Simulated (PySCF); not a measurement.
Te³⁴⁺: ionisation energy

Te³⁴⁺ [Ar] (1S) → Te³⁵⁺ [Ne] 3s2 3p5 (2P), as a difference of total energies. Computed with PySCF 2.14 in an uncontracted even-tempered set (16 s from 5.6 bohr⁻², ratio 2.5; 10 p from 7.3 bohr⁻², ratio 2.5; 5 d from 33 bohr⁻², ratio 2.7; 4 f from 50 bohr⁻², ratio 2.7), with the non-relativistic Hamiltonian (point nucleus). Correlated levels: outer shells: 1s2 frozen; virtual orbitals above 40 to 60 times the deepest correlated orbital energy dropped. The calculations carry no spin-orbit coupling.

```tsv
method	ionisation energy (eV)
UHF	2296.8
LDA	2298.1
PBE	2298.3
PBE0	2298.5
r2SCAN	2299.0
B2PLYP	2298.1
B3LYP	2298.5
MP2 (outer shells)	2297.7
SCS-MP2 (outer shells)	2297.5
```

A first-order spin-orbit estimate (lowest level to lowest level, LS coupling) adds -17.186 eV.

All relativistic terms are absent from these numbers, so their closeness to the reference says little about the methods.

For comparison: 2309 ± 5 eV (theoretical estimate listed by NIST; NIST Atomic Spectra Database, ionization energies).
